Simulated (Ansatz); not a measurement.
Compare A (`N[SiH2]N[SiH2]Cl`) with its isomer B (`N[SiH2][SiH](N)Cl`).

Computed with Ansatz on PBE0-D4/def2-TZVP structures; ΔE is electronic, products minus reactants. CBS: MP2 limit from def2 TZ/QZ plus the TZ coupled-cluster correction, frozen cores. DFT in def2-TZVPP. B3LYP here is the variant with VWN-RPA as its local correlation; programs differ in this. Each species was taken in one conformer, which may not be the lowest.

A:

Z-matrix (Å, degrees):
```
Si
N 1 1.731
N 1 1.709 2 110.9
H 1 1.486 2 112.5 3 116.8
H 1 1.489 2 103.1 3 -125.0
Si 2 1.706 1 127.2 3 113.7
H 2 1.012 1 115.5 3 -51.1
H 3 1.007 1 122.0 2 -63.3
H 3 1.006 1 120.6 2 144.9
Cl 6 2.071 2 112.7 1 -80.7
H 6 1.480 2 109.7 1 161.6
H 6 1.477 2 109.8 1 37.3
```

B:

```xyz
12

N     0.573    1.783    0.603
Si    0.348    0.967   -0.902
Si   -0.015   -1.259   -0.290
N    -1.472   -1.370    0.587
Cl    1.692   -1.747    0.827
H     1.267    1.416    1.238
H     0.566    2.790    0.630
H    -0.840    1.569   -1.566
H     1.482    1.038   -1.874
H    -0.053   -2.274   -1.370
H    -1.701   -0.650    1.254
H    -1.848   -2.263    0.863
```

**Question.** Which is lower in electronic energy at CCSD(T)/CBS, and by how much? (Estimate.)

**Answer.** The calculation gave: A, by 80.7 kJ/mol.

**Question.** Give E(B) − E(A) in kJ/mol with r2SCAN-D4, B3LYP, B2PLYP, HF/def2-TZVPP, ωB97M-V, PBE-D4, B3LYP-D4. (An estimate is asked.)

**Answer.** The calculation gave: r2SCAN-D4 73.7, B3LYP 76.7, B2PLYP 81.9, HF/def2-TZVPP 96.1, ωB97M-V 81.9, PBE-D4 57.7, B3LYP-D4 75.0. None reverses the order clearly.

Largest T1 diagnostic: 0.011.

In def2-TZVPP, CCSD(T) changes the Hartree–Fock value by −14.2 kJ/mol (the triples alone add −2.0 kJ/mol) and MP2 by −8.2 kJ/mol. From PBE to PBE0 (25 % exact exchange), in def2-TZVPP and without D4, E(B) − E(A) moves by +7.6 kJ/mol.
